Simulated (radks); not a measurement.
Values are calculated unless marked as measured or tabulated.
Question: Radial electron density D(r) = 4 pi r^2 rho(r) of an atom or ion with 62 electrons. Code: a radial shooting solver on a logarithmic mesh with Libxc functionals. Model: Dirac Kohn-Sham, BLYP, spin-unpolarised, spherical densities, point nucleus.

```
   r/bohr * D(r) (the largest magnitude, 106, reaches the edge; | marks zero)
 0.001427 |  *
 0.002078 |     *
 0.003027 |          *
 0.004444 |                 *
 0.006472 |                          *
 0.009427 |                                    *
  0.01373 |                                          *
  0.02016 |                                         *
  0.02936 |                                     *
  0.04276 |                                          *
  0.06227 |                                                      *
   0.0907 |                                                  *
   0.1332 |                                         *
   0.1939 |                                                *
   0.2825 |                                *
   0.4114 |                   *
    0.604 |                     *
   0.8797 |          *
    1.281 |    *
    1.866 |  *
     2.74 |*
     3.99 *
    5.811 *
    8.464 *
    12.43 *
     18.1 *
    26.36 *
    38.39 *
    56.36 *
```

What is the nuclear charge?

Answer: Z = 62. The innermost maximum, from 1s, lies near gamma/Z bohr with gamma = sqrt(1 - (Z/c)^2) = 0.892, here 0.0144 bohr (found: 0.0159), and its height grows with Z. The density is that of neutral samarium in [Xe] 4f6 6s1 7f1; the configuration itself is not fixed sharply by these data, and Z only to a few units. D(r) has 6 maxima, at r = 0.0159, 0.0702, 0.195, 0.540, 22.6, 46.1 bohr, and minima at 0.0306, 0.129, 0.389 bohr, inside which lie 2.01, 11.18, 29.18 electrons.
